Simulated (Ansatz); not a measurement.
Compare A (`C=[CH][Al]([CH3])[OH]`) with its isomer B (`C/[C]([AlH2])=C\O`).

Gas-phase electronic energies from Ansatz, PBE0-D4/def2-TZVP geometries. CCSD(T)/CBS is the MP2 limit (def2-TZVPP, def2-QZVPP) plus CCSD(T) − MP2 in def2-TZVPP, frozen cores. DFT in def2-TZVPP. B3LYP here is the variant with VWN-RPA as its local correlation; programs differ in this. One conformer a species, not always the lowest.

A:

Z-matrix (Å, degrees):
```
C
Al 1 1.944
H 1 1.092 2 111.2
H 1 1.094 2 111.7 3 120.6
H 1 1.095 2 111.4 3 -120.2
C 2 1.944 1 121.7 3 -176.1
O 2 1.702 1 117.3 3 4.0
C 6 1.336 2 119.9 1 -0.5
H 6 1.091 2 123.7 1 179.7
H 7 0.955 2 123.6 1 179.6
H 8 1.089 6 121.8 2 0.1
H 8 1.089 6 123.1 2 -179.9
```

B:

Z-matrix (Å, degrees):
```
C
C 1 1.508
H 1 1.098 2 112.1
H 1 1.091 2 111.9 3 119.5
H 1 1.098 2 112.2 3 -120.9
Al 2 1.919 1 126.0 3 -119.4
C 2 1.345 1 119.2 3 60.6
H 6 1.590 2 118.0 1 180.0
H 6 1.590 2 120.5 1 0.0
O 7 1.347 2 126.5 1 -0.0
H 7 1.086 2 123.1 1 -180.0
H 10 0.964 7 109.0 2 0.0
```

Task: Which isomer does CCSD(T)/CBS put lower? Give the gap. (Estimate.)

Result: The calculation gave: A, by 229.5 kJ/mol.

Task: Give E(B) − E(A) in kJ/mol with PBE0-D4, ωB97M-V, CCSD(T)/def2-SVP, LDA (SPW92), B3LYP, HF/def2-TZVPP, CCSD/def2-TZVPP. (An estimate is asked.)

Result: Computed: PBE0-D4 206.4, ωB97M-V 221.1, CCSD(T)/def2-SVP 194.9, LDA (SPW92) 184.4, B3LYP 221.9, HF/def2-TZVPP 225.5, CCSD/def2-TZVPP 228.0. None reverses the order clearly.

Task: Does the order hold for the free energy at 298.15 K (harmonic terms from PBE0-D4)? (Estimate.)

Result: Ansatz gave: Yes: G(B) − G(A) = +227.9 kJ/mol, for one conformer each. Modes under 60 cm⁻¹, often nearly free rotors, make the harmonic entropy too high.

Largest T1 diagnostic: 0.012.

At CCSD(T), def2-SVP lies −34.6 kJ/mol from the extrapolated value and def2-TZVPP −4.6 kJ/mol. Leaving LDA and LC-ωPBE aside and taking each functional with its dispersion term where it has one, the values, not all of them listed here, spread over 29.9 kJ/mol, from revPBE-D4 to B2PLYP. LDA lies −18.3 kJ/mol from PBE without D4.
